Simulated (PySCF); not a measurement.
Electron correlation in V²⁺ (vanadium, charge +2)

Starting occupation: [Ar] 3d2 4s1, 3d5/2 with m_j = +3/2, +5/2, 4s1/2 with m_j = +1/2. Calculation: PySCF 2.14, in x2c-TZVPall-2c with one added diffuse shell each of s, p, d type (7s8p5d1f, 63 functions); X2C-1e with screened-nucleus spin-orbit coupling, Gaussian nucleus. Frozen: [Ne]; 11 electrons correlated; the 6 highest virtual spinors left out.

MP2 pair energies summed by pair of shells (mhartree):

| pair | energy | share (%) |
| --- | --- | --- |
| 3p-3p | -116.45 | 49.2 |
| 3d-3p | -56.52 | 23.9 |
| 3p-3s | -23.82 | 10.1 |
| 3p-4s | -17.20 | 7.3 |
| 3d-3s | -7.85 | 3.3 |
| 3s-3s | -5.34 | 2.3 |
| 3d-4s | -5.14 | 2.2 |
| 3d-3d | -3.30 | 1.4 |
| 3s-4s | -1.17 | 0.5 |

Total MP2 correlation energy: -236.79 mhartree.

The GHF reference relaxed away from the jj start to a determinant that is no pure jj level (⟨S²⟩ = 3.75, ⟨J²⟩ = 24.75); the energies belong to that determinant.

This basis was not built for core-valence correlation, so the inner-shell part is incomplete.
